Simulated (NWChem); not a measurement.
System meant: C4H7Cl; SMILES ClC1CCC1

NWChem input:

```
start job
memory heap 200 mb stack 900 mb global 1100 mb
geometry units angstroms noautoz
  Cl     0.110314     1.821284     0.000000
  C      0.544709     0.060016     0.000000
  C     -0.068449    -0.843970    -1.086374
  C     -0.167258    -1.953514     0.000000
  C     -0.068449    -0.843970     1.086374
  H      1.635789     0.025017     0.000000
  H      0.531230    -1.031452    -1.981559
  H     -1.058471    -0.485554    -1.382622
  H      0.708683    -2.609515     0.000000
  H     -1.069740    -2.570620     0.000000
  H      0.531230    -1.031452     1.981559
  H     -1.058471    -0.485554     1.382622
end
basis spherical
  * library def2-svp
end
dft
  odft
  mult 2
  xc pbe0
  iterations 150
  mulliken
end
task dft energy
```

End of the output:

```
 Summary of "ao basis" -> "" (spherical)
 ------------------------------------------------------------------------------
       Tag                 Description            Shells   Functions and Types
 ---------------- ------------------------------  ------  ---------------------
 *                          def2-svp                  on all atoms

                                 NWChem DFT Module
                                 -----------------

 Summary of "ao basis" -> "ao basis" (spherical)
 ------------------------------------------------------------------------------
       Tag                 Description            Shells   Functions and Types
 ---------------- ------------------------------  ------  ---------------------
 Cl                         def2-svp                 8       18   4s3p1d
 C                          def2-svp                 6       14   3s2p1d
 H                          def2-svp                 3        5   2s1p

 Summary of "ao basis" -> "ao basis" (spherical)
 ------------------------------------------------------------------------------
       Tag                 Description            Shells   Functions and Types
 ---------------- ------------------------------  ------  ---------------------
 Cl                         def2-svp                 8       18   4s3p1d
 C                          def2-svp                 6       14   3s2p1d
 H                          def2-svp                 3        5   2s1p

      Symmetry analysis of basis
      --------------------------

        a'         69
        a"         40

  number of electrons :                   48
  multiplicity        :                    2
 ------------------------------------------------------------------------
  no. of electrons and multiplicity not compatible                  48
 ------------------------------------------------------------------------
 ------------------------------------------------------------------------
  current input line :
    27: task dft energy
 ------------------------------------------------------------------------
 ------------------------------------------------------------------------
 There is an error in the input file
 ------------------------------------------------------------------------
 For more information see the NWChem manual at https://nwchemgit.github.io

0: no. of electrons and multiplicity not compatible:Received an Error in Communication
```

Question: Find the fault in this run and fix the input.

Answer: The program refused the input. Cause: the multiplicity doesn't fit the number of electrons (an even count wants an odd multiplicity, and the reverse). This input runs:
```
start job
memory heap 200 mb stack 900 mb global 1100 mb
geometry units angstroms noautoz
  Cl     0.110314     1.821284     0.000000
  C      0.544709     0.060016     0.000000
  C     -0.068449    -0.843970    -1.086374
  C     -0.167258    -1.953514     0.000000
  C     -0.068449    -0.843970     1.086374
  H      1.635789     0.025017     0.000000
  H      0.531230    -1.031452    -1.981559
  H     -1.058471    -0.485554    -1.382622
  H      0.708683    -2.609515     0.000000
  H     -1.069740    -2.570620     0.000000
  H      0.531230    -1.031452     1.981559
  H     -1.058471    -0.485554     1.382622
end
basis spherical
  Cl library def2-svp
  C library def2-svp
  H library def2-svp
end
dft
  xc pbe0
  iterations 150
  mulliken
end
task dft energy
```
It converges to -616.21741 Ha (PBE0/def2-SVP).
